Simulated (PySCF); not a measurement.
Molecule: C2H9BO4Si, SMILES O[Si](O)(O)OB(C)C. Atoms near the plane z = 1.5 Å, at the GFN2-xTB optimised geometry (x, y, z in Å): Si1 (-1.0, 1.4, 0.0), O3 (-1.3, 1.9, 1.5), O5 (0.4, 0.6, 0.0), B6 (1.1, -0.6, 0.0), C7 (0.2, -1.9, 0.0), C8 (2.6, -0.6, 0.0), H10 (-0.8, 2.6, 1.9), H13 (0.1, -2.3, 1.0), H16 (3.1, 0.4, 0.2), H17 (3.0, -1.3, 0.7).

Method: CAM-B3LYP/def2-SVP (PySCF). Cells within 0.4 Å of a nucleus heavier than hydrogen are left out (blank, or x). The values are rescaled to run from 0 to 1.

```
|1111111111111111111111111111111|
|1111111111111111111111111111111|
|1111111111111111111111111111111|
|1111111111111111111111111111111|
|1111111111111111111111111111111|
|1111111111111111111111111111111|
|1111111111122211111111111111111|
|1111111112355421111111111111111|
|1111111114993442111111111111111|
|11111111275xx662111111111111111|
|11111111281xx962111111111111111|
|1111111125902942111111111111111|
|1111111112698522111111111111111|
|1111111111222221111111111111111|
|1111111111111111111111111111111|
|1111111111111111111111111111111|
|1111111111111111111111221111111|
|1111111111111111111111222111111|
|1111111111111111111111222111111|
|1111111111111112221111222111111|
|1111111111111122221111111111111|
|1111111111111123321111111111111|
|1111111111111123321111111111111|
|1111111111111112211111111111111|
|1111111111111111111111111111111|
|1111111111111111111111111111111|
|1111111111111111111111111111111|
|1111111111111111111111111111111|
|1111111111111111111111111111111|
|1111111111111111111111111111111|
|1111111111111111111111111111111|
```
Scale: ten equal steps from 0.000 (start of '0') to 1.00 (end of '9'), in the order '0123456789'; x runs from -5.50 to 5.50, y from -5.50 (bottom) to 5.50 (top).

**Question.** Which quantity is mapped?
A) electrostatic potential
B) an orbital amplitude
C) log10 of the electron density
D) Laplacian of the electron density

**Answer.** D, Laplacian of the electron density. In full: Laplacian of the electron density (e/bohr⁵).
